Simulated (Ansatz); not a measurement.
`O[SiH2]N[SiH](O)O` + `CC(O)N[SiH3]` → `C[SiH](O)N[SiH2]O` + `OC(O)N[SiH3]`  (redistribution)

Calculated with Ansatz (gas phase, PBE0-D4/def2-TZVP geometries, no zero-point term in ΔE). CCSD(T)/CBS adds triple-zeta CCSD(T) − MP2 to the extrapolated MP2 energy (def2 sets, frozen cores). Each species was taken in one conformer, which may not be the lowest.

`O[SiH2]N[SiH](O)O`:

Cartesian coordinates in Å:
```
O 0.413 0.395 2.063
Si -1.047 0.054 1.350
N -0.721 -0.603 -0.194
Si 0.362 0.012 -1.378
O 1.118 -1.320 -1.968
O 1.320 1.120 -0.655
H 0.405 1.065 2.749
H -1.811 1.329 1.299
H -1.814 -0.958 2.121
H -1.053 -1.543 -0.353
H -0.271 0.733 -2.505
H 1.583 -1.225 -2.800
H 1.518 0.941 0.272
```

`CC(O)N[SiH3]`:

Z-matrix (Å, degrees):
```
C
C 1 1.511
H 1 1.091 2 110.4
H 1 1.090 2 110.2 3 121.0
H 1 1.093 2 109.6 3 -119.1
O 2 1.418 1 106.2 3 55.3
N 2 1.435 1 112.1 3 179.2
H 2 1.101 1 109.4 3 -62.6
H 6 0.961 2 107.9 1 175.5
Si 7 1.718 2 124.9 1 145.7
H 7 1.009 2 113.3 1 -52.4
H 10 1.495 7 114.3 2 65.2
H 10 1.484 7 107.3 2 -174.8
H 10 1.487 7 109.5 2 -54.4
```

`C[SiH](O)N[SiH2]O`:

```xyz
15

C    -0.168    1.966    1.633
Si   -0.188    0.888    0.127
O     0.944    1.493   -0.905
N     0.119   -0.768    0.538
Si   -0.122   -2.041   -0.577
O     0.423   -1.496   -2.047
H    -0.333    3.010    1.357
H     0.799    1.906    2.139
H    -0.947    1.668    2.337
H    -1.518    0.868   -0.543
H     1.139    0.914   -1.647
H     0.786   -0.943    1.275
H     0.639   -3.228   -0.108
H    -1.554   -2.401   -0.753
H    -0.018   -1.836   -2.826
```

`OC(O)N[SiH3]`:

Cartesian coordinates in Å:
```
O 1.008 0.289 1.595
C 0.927 -0.051 0.246
O 1.918 -1.023 0.027
N -0.368 -0.538 -0.068
Si -1.661 0.489 -0.582
H 1.942 0.350 1.823
H 1.121 0.831 -0.387
H 1.814 -1.342 -0.874
H -0.597 -1.340 0.506
H -1.114 1.380 -1.637
H -2.263 1.342 0.481
H -2.727 -0.386 -1.131
```

```csv
species,CCSD(T)/def2-TZVPP energy (Eh)
`O[SiH2]N[SiH](O)O`,-862.62106
`CC(O)N[SiH3]`,-500.35384
`C[SiH](O)N[SiH2]O`,-826.67695
`OC(O)N[SiH3]`,-536.25161
```

Task: Work out ΔE.

Result: ΔE = (-826.67695) + (-536.25161) − (-862.62106) − (-500.35384) = 0.04634 Eh = +121.7 kJ/mol. CCSD(T)/CBS gives +125.6 kJ/mol.

Largest T1 diagnostic among the species: 0.012.

From PBE to PBE0 (25 % exact exchange), in def2-TZVPP and without D4, ΔE moves by +4.1 kJ/mol.
